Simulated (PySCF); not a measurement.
Isomers of C7H9N. The calculation used PySCF, TDDFT CAM-B3LYP/def2-SVPD, vertical, gas phase, core orbitals frozen in the response. Geometries: GFN2-xTB; one conformer of each isolated species. Triplets are in the Tamm–Dancoff approximation.

**Question.** Rank by computed lowest singlet excitation energy, lowest first.
A. `C[C@@H]1C=CC[C@H]1C#N`
B. `CCc1ccncc1`
C. `Cc1ccc(N)cc1`
D. `C#C[C@@H]1[C@H](N)[C@@H]1C=C`
E. `C#CC[C@@H](C)CC#N`
F. `CC(C)=C1C[C@@H]1C#N`
G. `Cc1ccccc1N`

**Answer.** C (4.77 eV), G (5.00 eV), B (5.16 eV), D (5.83 eV), E (6.68 eV), F (6.84 eV), A (7.02 eV).

| SMILES | S1 (eV) | first f ≥ 0.01 (nm) | gap (eV) | α (au) | HOMO (eV) | f (S1) | S1 mainly |
| --- | --- | --- | --- | --- | --- | --- | --- |
| Cc1ccc(N)cc1 | 4.77 | 260 | 7.89 | 90.5 | -6.90 | 0.039 | H→L (90%) |
| Cc1ccccc1N | 5.00 | 248 | 8.20 | 89.5 | -7.06 | 0.048 | H→L (83%) |
| CCc1ccncc1 | 5.16 | 219 | 9.13 | 85.3 | -8.71 | 0.005 | H→L (95%) |
| C#C[C@@H]1[C@H](N)[C@@H]1C=C | 5.83 | 213 | 8.80 | 85.8 | -7.89 | 0.012 | H→L (83%) |
| C#CC[C@@H](C)CC#N | 6.68 | 163 | 10.45 | 82.0 | -9.45 | 0.000 | H→L+5 (24%) |
| CC(C)=C1C[C@@H]1C#N | 6.84 | 181 | 9.67 | 86.5 | -8.78 | 0.118 | H→L (66%) |
| C[C@@H]1C=CC[C@H]1C#N | 7.02 | 177 | 9.91 | 80.6 | -8.87 | 0.033 | H→L (61%) |

H and L stand for HOMO and LUMO.

Mean S1 by what the SMILES shows (count): a double or triple bond but no aromatic ring 6.59 eV (4); an aromatic ring 4.98 eV (3).

- `Cc1ccc(N)cc1`: Löwdin shares by element: HOMO carbon 41% or more, nitrogen 24% (atoms not listed hold the other 35%); LUMO carbon 69% or more (atoms not listed hold the other 31%).
- `Cc1ccccc1N`: Löwdin shares by element: HOMO carbon 44% or more, nitrogen 24% (atoms not listed hold the other 32%); LUMO carbon 66% or more (atoms not listed hold the other 34%).
- `CCc1ccncc1`: Löwdin shares by element: HOMO nitrogen 59%, carbon 26% or more; LUMO carbon 43% or more, nitrogen 20% (atoms not listed hold the other 37%).
- `C#C[C@@H]1[C@H](N)[C@@H]1C=C`: Löwdin shares by element: HOMO carbon 39% or more, nitrogen 30% (atoms not listed hold the other 31%); LUMO carbon 50% or more, hydrogen 7% or more (atoms not listed hold the other 43%).
- `C#CC[C@@H](C)CC#N`: Löwdin shares by element: HOMO (one of a set within 0.03 eV) carbon 88% or more, hydrogen 4% or more; LUMO carbon 21% or more, hydrogen 19% or more (atoms not listed hold the other 60%).
- `CC(C)=C1C[C@@H]1C#N`: Löwdin shares by element: HOMO carbon 76% or more (atoms not listed hold the other 24%); LUMO carbon 43% or more, hydrogen 11% or more (atoms not listed hold the other 46%).
- `C[C@@H]1C=CC[C@H]1C#N`: Löwdin shares by element: HOMO carbon 80% or more (atoms not listed hold the other 20%); LUMO carbon 51% or more (atoms not listed hold the other 49%).
